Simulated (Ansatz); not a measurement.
C2H6BClOSi, SMILES `C=C[SiH2]B(O)Cl`, relaxed with RKS PBE0-D4/def2-TZVP in Ansatz from a PBE-D4/def2-SVP geometry. The force threshold is 0.005 eV/Å; the program also tests the step.

Charge 0, multiplicity 1.

Start:

```xyz
12

C    -1.974    0.503    0.404
C    -0.819    1.164    0.626
Si    0.905    0.442    0.385
B     0.875   -1.342   -0.599
O     1.542   -1.611   -1.749
Cl   -0.083   -2.689    0.067
H    -1.994   -0.546    0.061
H    -2.955    0.983    0.569
H    -0.876    2.211    0.981
H     1.593    0.286    1.722
H     1.745    1.434   -0.396
H     2.040   -0.837   -2.072
```

```
         step  energy (eV)  largest force (eV/Å)  largest move (Å)
            1  -25286.5962                 0.604             0.000
            2  -25286.6412                 0.221             0.071
 3 (rejected)  -25286.6315                 0.383             0.054
            4  -25286.6463                 0.096             0.027
            5  -25286.6474                 0.078             0.035
            6  -25286.6485                 0.029             0.023
            7  -25286.6487                 0.024             0.014
            8  -25286.6490                 0.022             0.038
            9  -25286.6491                 0.020             0.027
           10  -25286.6492                 0.024             0.028
           11  -25286.6493                 0.014             0.008
           12  -25286.6493                 0.013             0.006
13 (rejected)  -25286.6493                 0.031             0.006
           14  -25286.6493                 0.005             0.003
           15  -25286.6493                 0.006             0.005
           16  -25286.6493                 0.004             0.006
```

End:

```xyz
12

C    -1.939    0.529    0.330
C    -0.809    1.141    0.671
Si    0.898    0.447    0.397
B     0.869   -1.350   -0.549
O     1.474   -1.600   -1.726
Cl    0.020   -2.714    0.183
H    -1.949   -0.454   -0.132
H    -2.911    0.981    0.508
H    -0.882    2.122    1.141
H     1.617    0.319    1.697
H     1.692    1.410   -0.429
H     1.920   -0.831   -2.092
```

Run time 85 s (4 threads of an Arm Neoverse V1 on a shared host); peak host memory 0.71 GiB.
